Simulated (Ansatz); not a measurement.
Molecule: 4-fluoropyrimidine, C4H3FN2, net charge 0, singlet state. 
Structure (B3LYP-D3(BJ)/def2-TZVP (Ansatz, a program for electronic structure) minimum search):
```xyz
10

F      1.8406    -1.2300     0.1039
C      0.7293    -0.4946     0.0409
C      0.8300     0.8873     0.1115
C     -0.3750     1.5639     0.0377
N     -1.5485     0.9363    -0.0919
C     -1.4977    -0.3878    -0.1469
N     -0.3977    -1.1451    -0.0857
H      1.7815     1.3867     0.2162
H     -0.4045     2.6467     0.0837
H     -2.4387    -0.9152    -0.2519
```
Charge 0, spin multiplicity 1.

Wanted: vertical triplet-singlet gap (E(triplet) - E(singlet); each state is the SCF solution reached for its spin; the UHF <S^2> is 2.32 for the triplet (pure: 2.00); for the singlet the Hartree-Fock reference is unstable and T1 is 0.015), in kJ/mol. Cores are frozen in the correlated levels unless marked. Open shells are spin-unrestricted. No spin-orbit coupling. Non-relativistic. CBS marks a two-point X^-3 extrapolation of the correlation energy; Hartree-Fock from the larger set. [CCSD(T)-MP2]/basis is that difference in the basis named.

RI-MP2/CBS(aug-cc-pVTZ,aug-cc-pVQZ)+[CCSD(T)-MP2]/aug-cc-pVTZ (Ansatz) gives 460.2 kJ/mol.

Question: Another calculation gave 405.3 kJ/mol. Which level was it?
(A) wB97M-V/def2-TZVPD (Ansatz)
(B) BHLYP/def2-TZVPD (Ansatz)
(C) r2SCAN/def2-TZVPD (Ansatz)
(D) CAM-B3LYP/def2-TZVPD (Ansatz)

Answer: C, r2SCAN/def2-TZVPD (Ansatz). The others give 438.6 (CAM-B3LYP), 456.6 (wB97M-V), 426.7 (BHLYP) kJ/mol.
